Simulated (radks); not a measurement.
Dipole-allowed excitations along the series with 68 electrons in [Xe] 4f14. Calculated with a radial shooting solver on a logarithmic mesh with Libxc functionals: scalar-relativistic Kohn-Sham, exchange-only LDA, spin-polarised, spherical densities, finite nucleus; Fermi nuclear charge, rms radius of each element as measured or else 0.836 A^(1/3) + 0.57 fm. Time-dependent linear response with the Hartree and adiabatic exchange-only LDA kernel, continuum included through the Sternheimer equations, no spin-orbit coupling, so fine structure and intercombination lines are absent. Lines are the poles of the dipole polarisability below minus the highest occupied eigenvalue, found on a grid refined at the orbital gaps; the lowest seven at most are given, and weak or close lines can be missed. The first line takes the name of the lowest orbital gap if no other gap lies below it; otherwise a line is named after a gap within 0.6 % of it, if that gap stands alone.

species  -e(HOMO) (eV)  lowest orbital gap (eV)      first line (eV)       f  strongest line (eV)  its f  static alpha (bohr^3)
W6+             107.46             4f-5d 37.729       39.442 (4f-5d)  0.0603  53.766 (unassigned)   4.40                  2.056
Re7+            136.57             4f-5d 48.519  49.808 (unassigned)  0.0113  59.489 (unassigned)   5.33                  1.697

Estimate the first line of Ta5+, its oscillator strength and the static polarisability.

Answer. 29.562 eV (4f-5d), f = 0.143, alpha = 2.554 bohr^3.
